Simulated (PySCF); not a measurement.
ZnTe: frontier orbitals

B97-3 at R = 2.375 Å; PySCF, scalar-relativistic core potentials, basis sets Zn def2-SVP, Te def2-SVP with ECP28. State: ¹Σ⁺ (singlet), closed shell. Only the outer orbitals are listed, counted within each symmetry, core potentials removing the inner ones.

```
orbital  occ.  ε (eV)  on Zn (%)            main shells (%)
    10σ     2  -14.76         68           63 Zn d, 32 Te s
    11σ     2   -8.31         58           57 Zn s, 36 Te p
     6π     2   -5.62          8                    92 Te p
     6π     2   -5.62          8                    92 Te p
    12σ     0   -3.68         64  37 Te p, 36 Zn s, 28 Zn p
     7π     0    0.90         89                    89 Zn p
     7π     0    0.90         89                    89 Zn p
```

Task: Which are the highest filled and the lowest empty level, where do they sit, and how wide is the gap?

Result: Highest filled 6π at -5.62 eV (in %: 92 Te p); lowest empty 12σ at -3.68 eV (in %: 37 Te p, 36 Zn s, 28 Zn p); the gap at B97-3 is 1.94 eV.

The bond order (Mayer) is 1.54, the ⟨S²⟩ is 0.000 and the charge on Zn (Mulliken, basis-dependent) is 0.43. The charge on Zn (Löwdin, basis-dependent) is 0.49 and the dipole moment (positive dipole means Zn(−)Te(+)) is -5.28 D.

Spin–orbit coupling is left out.
